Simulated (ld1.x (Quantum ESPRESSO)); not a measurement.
# Which change was made? (Ru, TM)

ld1.x (Quantum ESPRESSO) 7.5 input, shortened:

```
&input
   title='Ru', zed=44., rel=2, dft='PBE', iswitch=3,
   config='[Kr] 4d6 5s2 5p0', rel_dist='average'
 /
 &inputp
   pseudotype=2, tm=.true., lloc=1,
   nlcc=.false.
 /
3
5S  1  0   2.00   0.00  2.50  2.50  0.0
4D  3  2   6.00   0.00  1.70  1.70  0.0
4P  2  1   6.00   0.00  1.05  1.05  0.0
 &test
   configts(1)='4p6 4d6 5s2 5p0'
 /
```

Open shells are filled in proportion to 2j + 1 (rel_dist='average').

Cutoffs, loose and tight: the cutoffs (Ry, on a coarse ladder) from which the occupation-weighted sum of valence levels, in a spherical-Bessel basis at the reference potential, stays within 10 and 1 mRy of its value at 400 Ry. They do not see the model core or the augmentation charge, which bear on the density cutoff. Test errors are all-electron minus pseudo excitation energies from the reference, over the configurations 4p6 4d7 5s1 5p0; 4p6 4d7 5s0 5p0; 4p6 4d6 5s0 5p0; 4p6 4d7 5s0.5 5p0; 4p6 4d7.5 5s0.5 5p0; 4p6 4d8 5s0 5p0; 4p6 4d6 5s1 5p0; variants that change the core or the reference have their own tests.

The base gives: outcome: generated, misses its reference levels by 2.31 eV; cutoff, loose: 120 Ry; cutoff, tight: 160 Ry; bound ghosts: p1/2 (extra level of the local part), s; largest test error (meV): -100.

Q: After one change the result is: outcome: generated, misses its reference levels by 2.31 eV; bound ghosts: not determined; largest test error (meV): +1065. Which change was it?
A. reference 4p6 4d7 5s0.5 5p0
B. wave 5s (bound): rc 2.50 bohr becomes 5s (bound): rc 3.54 bohr
C. core [Ar] 3d10, valence charge 16; reference 4s2 4p6 4d6 5s0 5p0; waves now 4s (bound): rc 1.70 bohr; 4d (bound): rc 1.90 bohr; 4p (bound): rc 1.55 bohr
D. wave 4p (bound): rc 1.05 bohr becomes 4p (bound): rc 0.94 bohr

A: C. The others give: wave 5s (bound): rc 2.50 bohr becomes 5s (bound): rc 3.54 bohr → outcome: generated, misses its reference levels by 2.31 eV; cutoff, loose: 120 Ry; cutoff, tight: 160 Ry; bound ghosts: s; largest test error (meV): +62 | wave 4p (bound): rc 1.05 bohr becomes 4p (bound): rc 0.94 bohr → outcome: generated, misses its reference levels by 2.32 eV; cutoff, loose: 140 Ry; cutoff, tight: 260 Ry; bound ghosts: p1/2 (extra level of the local part), s; largest test error (meV): -99 | reference 4p6 4d7 5s0.5 5p0 → outcome: generated, misses its reference levels by 2.28 eV; cutoff, loose: 120 Ry; cutoff, tight: 160 Ry; bound ghosts: p1/2 (extra level of the local part), s; largest test error (meV): +67.
